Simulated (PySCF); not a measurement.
# Spinor energies of Nd⁵⁶⁺ (neodymium, charge +56)

Start: [He] 2s2. Calculated with PySCF 2.14 in an uncontracted even-tempered set (17 s from 37 bohr⁻², ratio 2.4; 12 p from 48 bohr⁻², ratio 2.4; 5 d from 150 bohr⁻², ratio 2.6; 4 f from 230 bohr⁻², ratio 2.6): generalised Hartree-Fock with the X2C-1e Hamiltonian and a Gaussian nucleus; one run each with spin-orbit coupling (SO) switched off, then screened by Boettger's factors.

| spinor shell | electrons | ε, spin-free (eV) | ε, screened SO (eV) | weight of nominal j (screened SO) | rms radius, screened SO (bohr) |
| --- | --- | --- | --- | --- | --- |
| 1s1/2 | 2 | -49744.4 | -49744.4 | 1.000 | 0.0268 |
| 2s1/2 | 2 | -12095.1 | -12095.1 | 1.000 | 0.104 |

| quantity | spin-free | screened SO |
| --- | --- | --- |
| E (hartree) | -4647.50798 | -4647.50798 |
| M_J | 0 | 0 |
| ⟨J²⟩ | 0.000 | 0.000 |
| ⟨L²⟩ | 0.000 | 0.000 |
| ⟨S²⟩ | 0.000 | 0.000 |

Breit and QED terms are absent; they matter most for the inner s and p1/2 levels.

Densities and radii are taken from the X2C orbitals without a picture-change correction, which distorts them close to the nucleus.

Without spin-orbit coupling the j labels of p, d and f shells carry no meaning; the spin-free column gives the mean over the occupied spinors of each nl shell.
